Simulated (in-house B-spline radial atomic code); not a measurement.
LDA exchange-only excitations of the sulfur ion S⁴⁺

Method: LDA exchange-only. Computed with a B-spline radial code for spherical atoms: linear response of the closed shell [Ne] 3s2 with the functional's adiabatic kernel; scalar-relativistic (spin-free one-electron X2C), finite nucleus, no spin-orbit coupling, no double excitations, S, P, D and F terms only.

Command:
```bash
python run_td.py task.json out
```
Settings (radii: box in bohr, nucleus in fm):
```
Z                        16
electrons                12
configuration            [Ne] 3s2
hamiltonian              x2c
method                   lda,
box_radius               19.1
rms_radius               3.2611
intervals                72
```

Time taken, with all properties: 0.2 s on 1 thread of Intel(R) Xeon(R) Platinum 8488C (Sapphire Rapids) (shared host).

The lowest states, in the order of their Tamm-Dancoff energies; the method's threshold (minus the highest occupied level) is 64.55 eV. Labels give the largest channel, * marks a mixed state, and oscillator strengths are full-response dipole values. Semilocal kernels can invert the small singlet-triplet splittings of Rydberg terms. Energies in eV:

| state | full response | Tamm-Dancoff | oscillator strength |
| --- | --- | --- | --- |
| 3s → 3p 3P | 9.427 | 9.778 | - |
| 3s → 3p 1P | 16.015 | 16.726 | 1.35 |
| 3s → 3d 3D | ? | ? | - |
| 3s → 3d 1D | 29.880 | 29.895 | - |
| 3s → 4s 3S | 37.23 | 37.24 | - |
| 3s → 4s 1S | 38.60 | 38.63 | - |
| 3s → 4p 3P | 41.32 | 41.33 | - |
| 3s → 4p 1P | 41.96 | 41.99 | 0.0979 |
| 3s → 4d 3D | 46.90 | 46.91 | - |
| 3s → 4d 1D | 47.29 | 47.29 | - |
| 3s → 4f 3F | 48.69 | 48.70 | - |
| 3s → 4f 1F | ? | ? | - |
| 3s → 5s 3S | 50.02 | 50.02 | - |
| 3s → 5s 1S | 50.42 | 50.43 | - |
| 3s → 5p 3P | 51.67 | 51.68 | - |
| 3s → 5p 1P | 51.87 | 51.88 | 0.0393 |

(1) Where does 3s → 4f 1F lie?

(2) Where does 3s → 3d 3D lie?

(3) How large is the singlet-triplet splitting of 3s → 3p (P terms) in Tamm-Dancoff?

(4) What polarisabilities and dispersion coefficient does the method give?

Results:

(1) At 48.99 eV in full response, 48.99 eV in Tamm-Dancoff.

(2) At 26.937 eV in full response, 27.048 eV in Tamm-Dancoff.

(3) 6.95 eV, from the unrounded values.

(4) Dipole 4.062 bohr³, quadrupole 6.21 bohr⁵, C6 7.757 hartree·bohr⁶ for two such species.
